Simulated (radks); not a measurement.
The nuclear charge of the palladium ion Pd2+ is varied continuously with 44 electrons held in [Kr] 4d8. Method: scalar-relativistic Kohn-Sham, LDA (Slater exchange, Perdew-Wang correlation), spin-polarised, spherical densities, point nucleus; open shells are filled with parallel spins first (spin-orbit coupling, left out, can overturn this in heavy ions); computed with a radial shooting solver on a logarithmic mesh with Libxc functionals. By the Hellmann-Feynman theorem dE/dZ = E(electron-nucleus)/Z, the electronic potential at the nucleus. The scalar-relativistic energy here is not variational (the density holds large components alone), so the two differ by a part that grows with Z.

Z     E (hartree)  E(electron-nucleus)/Z (hartree)  HOMO  e(HOMO) (eV)  <r> HOMO (bohr)
45.5  -4908.65460                         -260.089    4d       -19.664            1.463
46    -5040.03754                         -263.992    4d       -26.856            1.382
46.5  -5173.38627                         -267.895    4d       -34.711            1.314
47    -5308.70190                         -271.800    4d       -43.188            1.254

The central difference of E at Z = 46 is -264.732 hartree, to compare with the third column; the second derivative is -7.86 hartree.
